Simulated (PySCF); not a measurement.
PySCF job for Al(Me)2(NH2) (C2H8AlN), SMILES [CH3][Al]([CH3])[NH2], PBE-D3(BJ)/def2-SVP. Coordinates come from a PBE-D3(BJ)/def2-SVP optimisation. The structure was generated by enumeration; whether it is a known compound was not checked. Other conformers were not sampled.

```python
import numpy as np
from pyscf import gto, scf, dft, df
from pyscf.hessian import thermo

mol = gto.M(
    atom='''
    Al    0.00000000    0.00000000   -0.02122731
    C     1.73122696   -0.00000000    0.91694647
    H     2.60189285   -0.00000000    0.22920256
    H     1.82785606   -0.88865357    1.57741593
    H     1.82785606    0.88865357    1.57741593
    C    -1.73122698   -0.00000000    0.91694643
    H    -1.82785609   -0.88865357    1.57741589
    H    -2.60189285   -0.00000000    0.22920249
    H    -1.82785609    0.88865357    1.57741589
    N     0.00000002    0.00000000   -1.81266557
    H    -0.83499826    0.00000000   -2.40340608
    H     0.83499833    0.00000000   -2.40340606
    ''',
    basis='def2-SVP',
    charge=0,
    spin=0,
    max_memory=1600,
    verbose=3,
)
mf = dft.RKS(mol, xc='pbe').density_fit(auxbasis='def2-universal-jkfit')
mf.disp = 'd3bj'
mf.grids.level = 3
mf.conv_tol = 1e-11
mf.max_cycle = 100
mf.kernel()

# [left out here: the lines that compute and print the analytic Hessian (its translational invariance restored by hand, since the grid's response is missing), thermochemistry and intensities]
```

It prints:

```
converged SCF energy = -377.759832472722

WARN: DFTD3 does not support analytical Hessian, using finite difference


WARN: Mole.unit (angstrom) is changed to Bohr

Mode                                 0                   1                   2
Irrep
Freq [cm^-1]                       56.0647             70.7574            156.6789
Reduced mass [au]                   1.0148              1.0634              2.4112
Force const [Dyne/A]                0.0019              0.0031              0.0349
Char temp [K]                      80.6647            101.8041            225.4260
Normal mode                   x     y     z       x     y     z       x     y     z
       0  Al                 0.00  0.00  0.00    0.00 -0.02  0.00   -0.00 -0.00 -0.07
       1   C                 0.00 -0.02 -0.00    0.00 -0.02 -0.00   -0.09  0.00  0.09
       2   H                 0.00  0.36 -0.00   -0.00 -0.39 -0.00    0.03 -0.00  0.25
       3   H                 0.15 -0.24 -0.32   -0.15  0.19  0.30   -0.21  0.00  0.11
       4   H                -0.15 -0.24  0.32    0.15  0.19 -0.30   -0.21 -0.00  0.11
       5   C                -0.00  0.02 -0.00   -0.00 -0.02 -0.00    0.09  0.00  0.09
       6   H                 0.15  0.24  0.32    0.15  0.19  0.30    0.21  0.00  0.11
       7   H                 0.00 -0.36 -0.00    0.00 -0.39 -0.00   -0.03 -0.00  0.25
       8   H                -0.15  0.24 -0.32   -0.15  0.19 -0.30    0.21 -0.00  0.11
       9   N                -0.00 -0.00  0.00   -0.00  0.05  0.00    0.00  0.00 -0.07
      10   H                -0.00 -0.03  0.00   -0.00  0.08  0.00   -0.00  0.00 -0.07
      11   H                -0.00  0.03  0.00   -0.00  0.08  0.00    0.00  0.00 -0.07
Mode                                 3                   4                   5
Irrep
Freq [cm^-1]                      178.7660            182.3917            387.0145
Reduced mass [au]                   2.9903              2.4332              1.0103
[...]
Reduced mass [au]                   1.4569              2.3263              4.9037
Force const [Dyne/A]                0.4010              0.7363              1.9574
Char temp [K]                     983.3958           1054.5073           1184.2418
Normal mode                   x     y     z       x     y     z       x     y     z
       0  Al                -0.00  0.00 -0.01   -0.11 -0.00  0.00   -0.00 -0.00 -0.13
       1   C                 0.06 -0.00 -0.08    0.08  0.00 -0.01    0.00 -0.00  0.04
       2   H                 0.34  0.00  0.30    0.24 -0.00  0.19   -0.07  0.00 -0.06
       3   H                -0.24  0.03  0.01   -0.03  0.02  0.05    0.13 -0.01  0.01
       4   H                -0.24 -0.03  0.01   -0.03 -0.02  0.05    0.13  0.01  0.01
       5   C                -0.06 -0.00 -0.08    0.08  0.00  0.01   -0.00  0.00  0.04
       6   H                 0.24  0.03  0.01   -0.03 -0.02 -0.05   -0.13 -0.01  0.01
       7   H                -0.34  0.00  0.30    0.24 -0.00 -0.19    0.07 -0.00 -0.06
       8   H                 0.24 -0.03  0.01   -0.03  0.02 -0.05   -0.13  0.01  0.01
       9   N                 0.00 -0.00  0.09    0.07  0.00 -0.00    0.00  0.00  0.16
      10   H                -0.01 -0.00  0.10   -0.13  0.00  0.28   -0.02 -0.00  0.19
      11   H                 0.01 -0.00  0.10   -0.13  0.00 -0.28    0.02  0.00  0.19
Mode                                15                  16                  17
Irrep
Freq [cm^-1]                     1164.4642           1164.6160           1372.4363
Reduced mass [au]                   1.2585              1.2308              1.0571
Force const [Dyne/A]                1.0054              0.9835              1.1732
Char temp [K]                    1675.4047           1675.6231           1974.6303
Normal mode                   x     y     z       x     y     z       x     y     z
       0  Al                -0.01 -0.00  0.00    0.00 -0.00  0.01    0.00 -0.00  0.00
       1   C                 0.08 -0.00  0.05   -0.08  0.00 -0.05    0.00  0.05 -0.00
       2   H                -0.20 -0.00 -0.29    0.21  0.00  0.30   -0.00 -0.51 -0.00
       3   H                -0.32 -0.13 -0.10    0.32  0.14  0.10    0.29 -0.04 -0.14
       4   H                -0.32  0.13 -0.10    0.32 -0.14  0.10   -0.29 -0.04  0.14
       5   C                 0.08  0.00 -0.05    0.08  0.00 -0.05    0.00 -0.05  0.00
       6   H                -0.32  0.13  0.10   -0.32  0.14  0.10    0.29  0.04  0.14
       7   H                -0.20 -0.00  0.29   -0.21 -0.00  0.30   -0.00  0.51  0.00
       8   H                -0.32 -0.13  0.10   -0.32 -0.14  0.10   -0.29  0.04 -0.14
       9   N                 0.00  0.00 -0.00   -0.00 -0.00 -0.01   -0.00  0.00 -0.00
      10   H                -0.00  0.00  0.00   -0.00  0.00 -0.00   -0.00  0.00  0.00
      11   H                -0.00  0.00 -0.00    0.00 -0.00 -0.00    0.00 -0.00  0.00
Mode                                18                  19                  20
Irrep
Freq [cm^-1]                     1377.9309           1382.4575           1383.8666
Reduced mass [au]                   1.0516              1.0494              1.0497
Force const [Dyne/A]                1.1765              1.1817              1.1844
Char temp [K]                    1982.5358           1989.0485           1991.0760
Normal mode                   x     y     z       x     y     z       x     y     z
       0  Al                 0.00 -0.00 -0.00   -0.00  0.00 -0.01    0.00  0.01  0.00
       1   C                 0.02 -0.00 -0.04    0.02  0.00 -0.03   -0.00  0.04  0.00
       2   H                -0.13  0.00 -0.21   -0.14 -0.00 -0.22    0.00 -0.50  0.00
       3   H                -0.08  0.27  0.35   -0.08  0.27  0.35    0.30 -0.04 -0.13
       4   H                -0.08 -0.27  0.35   -0.08 -0.27  0.35   -0.30 -0.04  0.13
       5   C                 0.02  0.00  0.04   -0.02  0.00 -0.03    0.00  0.04  0.00
       6   H                -0.08 -0.27 -0.35    0.08  0.27  0.35   -0.30 -0.04 -0.13
       7   H                -0.13  0.00  0.21    0.14 -0.00 -0.22   -0.00 -0.50  0.00
       8   H                -0.08  0.27 -0.35    0.08 -0.27  0.35    0.30 -0.04  0.13
       9   N                -0.00  0.00  0.00    0.00 -0.00  0.00   -0.00 -0.00 -0.00
      10   H                 0.00  0.00 -0.01    0.02 -0.00 -0.02   -0.00 -0.00  0.00
      11   H                 0.00  0.00  0.01   -0.02 -0.00 -0.02    0.00 -0.00  0.00
Mode                                21                  22                  23
Irrep
Freq [cm^-1]                     1479.2278           2959.7524           2961.1514
Reduced mass [au]                   1.1191              1.0367              1.0366
Force const [Dyne/A]                1.4427              5.3506              5.3552
Char temp [K]                    2128.2794           4258.4247           4260.4376
Normal mode                   x     y     z       x     y     z       x     y     z
       0  Al                 0.00  0.00  0.01   -0.00  0.00  0.00   -0.00 -0.00 -0.00
       1   C                 0.00 -0.00 -0.00    0.03 -0.00  0.02    0.03 -0.00  0.02
       2   H                -0.01  0.00 -0.02   -0.27  0.00  0.24   -0.28  0.00  0.24
       3   H                -0.01  0.01  0.01   -0.03  0.34 -0.24   -0.03  0.34 -0.24
       4   H                -0.01 -0.01  0.01   -0.03 -0.34 -0.24   -0.03 -0.34 -0.24
       5   C                -0.00 -0.00 -0.00    0.03 -0.00 -0.02   -0.03  0.00  0.02
       6   H                 0.01  0.01  0.01   -0.03 -0.34  0.24    0.02  0.34 -0.24
       7   H                 0.01  0.00 -0.02   -0.28  0.00 -0.24    0.28  0.00  0.24
       8   H                 0.01 -0.01  0.01   -0.03  0.34  0.24    0.02 -0.34 -0.24
       9   N                 0.00  0.00 -0.09    0.00  0.00 -0.00    0.00 -0.00  0.00
      10   H                -0.41 -0.00  0.53   -0.00 -0.00  0.00   -0.00  0.00  0.00
      11   H                 0.41 -0.00  0.53   -0.00 -0.00 -0.00    0.00 -0.00  0.00
Mode                                24                  25                  26
Irrep
Freq [cm^-1]                     3046.6165           3047.3756           3064.5587
Reduced mass [au]                   1.0985              1.0984              1.1010
Force const [Dyne/A]                6.0073              6.0100              6.0922
Char temp [K]                    4383.4028           4384.4950           4409.2177
Normal mode                   x     y     z       x     y     z       x     y     z
       0  Al                 0.00 -0.00  0.00   -0.00  0.00 -0.00   -0.00  0.00  0.00
       1   C                -0.00  0.06  0.00   -0.00  0.06  0.00   -0.03 -0.00  0.05
       2   H                 0.00  0.01 -0.00    0.00  0.01 -0.00    0.46 -0.00 -0.36
       3   H                 0.04 -0.37  0.29    0.04 -0.37  0.29   -0.03  0.21 -0.14
       4   H                -0.04 -0.37 -0.29   -0.04 -0.37 -0.29   -0.03 -0.21 -0.14
       5   C                 0.00 -0.06  0.00   -0.00  0.06 -0.00    0.03  0.00  0.05
       6   H                 0.04  0.37 -0.29   -0.04 -0.37  0.29    0.03  0.20 -0.14
       7   H                -0.00 -0.01 -0.00    0.00  0.01  0.00   -0.44  0.00 -0.35
       8   H                -0.04  0.37  0.29    0.04 -0.37 -0.29    0.03 -0.20 -0.14
       9   N                -0.00 -0.00 -0.00    0.00  0.00  0.00    0.00 -0.00 -0.00
      10   H                 0.00  0.00 -0.00   -0.00  0.00  0.00    0.00 -0.00 -0.00
      11   H                -0.00 -0.00 -0.00    0.00  0.00 -0.00   -0.00 -0.00 -0.00
Mode                                27                  28                  29
Irrep
Freq [cm^-1]                     3064.5864           3494.8315           3584.9311
Reduced mass [au]                   1.1009              1.0514              1.0938
Force const [Dyne/A]                6.0920              7.5662              8.2825
Char temp [K]                    4409.2574           5028.2844           5157.9177
Normal mode                   x     y     z       x     y     z       x     y     z
       0  Al                -0.00 -0.00 -0.00    0.00  0.00 -0.00   -0.00  0.00 -0.00
       1   C                -0.03 -0.00  0.05   -0.00 -0.00 -0.00    0.00 -0.00 -0.00
       2   H                 0.44 -0.00 -0.35    0.00  0.00 -0.00    0.00  0.00  0.00
       3   H                -0.03  0.20 -0.14    0.00  0.00  0.00   -0.00 -0.00 -0.00
       4   H                -0.03 -0.20 -0.14    0.00 -0.00  0.00   -0.00  0.00 -0.00
       5   C                -0.03 -0.00 -0.05    0.00  0.00 -0.00    0.00 -0.00  0.00
       6   H                -0.03 -0.20  0.14   -0.00  0.00  0.00   -0.00  0.00  0.00
       7   H                 0.46 -0.00  0.36   -0.00  0.00 -0.00    0.00  0.00 -0.00
       8   H                -0.03  0.20  0.14   -0.00 -0.00  0.00   -0.00 -0.00  0.00
       9   N                 0.00  0.00  0.00    0.00  0.00  0.06   -0.08  0.00  0.00
      10   H                -0.00  0.00  0.00   -0.57  0.00 -0.38    0.55 -0.00  0.40
      11   H                -0.00  0.00 -0.00    0.57 -0.00 -0.38    0.55  0.00 -0.40
temperature 298.1500 [K]
pressure 101325.00 [Pa]
Rotational constants [GHz] 5.54457 4.87318 2.68125
Symmetry number 2
Zero-point energy (ZPE) 0.09382 [Eh]   246329.745 [J/mol]
                           tot       elec      trans        rot        vib
Entropy [J/mol/K]       353.659      0.000    162.268    102.594     88.797
Cv [J/mol/K]            112.894      0.000     12.472     12.472     87.951
Cp [J/mol/K]            121.209      0.000     20.786     12.472     87.951
Internal energy [J/mol]                      3718.434   3718.434 260120.349
Internal energy [Eh]   -377.65793  -377.75983
Enthalpy [J/mol]                             6197.391   3718.434 260120.349
Enthalpy [Eh]          -377.65698
Gibbs free energy [J/mol]                  -42182.763 -26870.043 233645.549
Gibbs free energy [Eh] -377.69714
mode   freq/cm-1   IR/(km/mol)
   1       56.06         0.000
   2       70.76         0.223
   3      156.68         1.835
   4      178.77         4.540
   5      182.39         1.739
   6      387.01         0.000
   7      417.85       164.303
   8      532.21         2.089
   9      543.17         0.995
  10      592.20         0.000
  11      614.76         0.637
  12      662.95        55.136
  13      683.49        21.093
  14      732.92       199.759
  15      823.09       141.157
  16     1164.46        32.970
  17     1164.62        15.302
  18     1372.44         0.000
  19     1377.93         0.000
  20     1382.46         0.737
  21     1383.87         4.299
  22     1479.23        40.586
  23     2959.75         7.749
  24     2961.15         2.194
  25     3046.62         0.000
  26     3047.38        13.024
  27     3064.56        11.302
  28     3064.59         8.617
  29     3494.83        14.256
  30     3584.93        12.229
max |gradient| / (hartree/bohr): 3.572407399591611e-05
APT charges: [ 1.238  -0.4127 -0.0034  0.0134  0.0134 -0.4127  0.0134 -0.0034  0.0134
 -0.7731  0.1569  0.1569]
```

The run converged.
